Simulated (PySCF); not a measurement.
# TeH₅⁻ at several levels of theory

All levels use the PBE0 minimum (singlet; Te–H 1.658 Å, Te–H 1.909 Å (×4); H–Te–H 82.6° (×4), H–Te–H 89.0° (×4), H–Te–H 165.2° (×2)), basis [Te def2-TZVPD with ECP28, H def2-TZVPD], scalar-relativistic core potentials, density fitting, no spin–orbit coupling, PySCF. For vertical energies the ionised species is a doublet (spins chosen at PBE0 and kept). Open shells are unrestricted, also as the reference of the correlated levels. Dipoles are about the centre of mass. A dash marks a value that was not computed or is not defined at that level.

Z-matrix (Å, degrees; charge -1 multiplicity 1):
```
Te
H  1 1.6577
H  1 1.9087 2 82.60
H  1 1.9087 2 82.60 3 -90.00
H  1 1.9087 2 82.60 3 180.00
H  1 1.9087 2 82.60 3 90.00
```

```csv
level,vertical detachment energy (eV),−ε(HOMO) (eV),gap (eV),dipole (D)
PBE0,?,?,?,?
HF,1.32,2.07,6.40,1.34
MP2,2.03,–,–,–
PBE,?,?,?,?
```

Problem. Fill in the row of PBE0.

Solution. vertical detachment energy (eV) 1.93, −ε(HOMO) (eV) 0.15, gap (eV) 3.62, dipole (D) 1.44.

Problem. Fill in the row of PBE.

Solution. vertical detachment energy (eV) 1.89, −ε(HOMO) (eV) -0.64, gap (eV) 2.23, dipole (D) 1.52.

The highest occupied level lies above zero at PBE, a mark of self-interaction error.

The lowest empty level of this anion is unbound, so it and the gap depend on the basis.
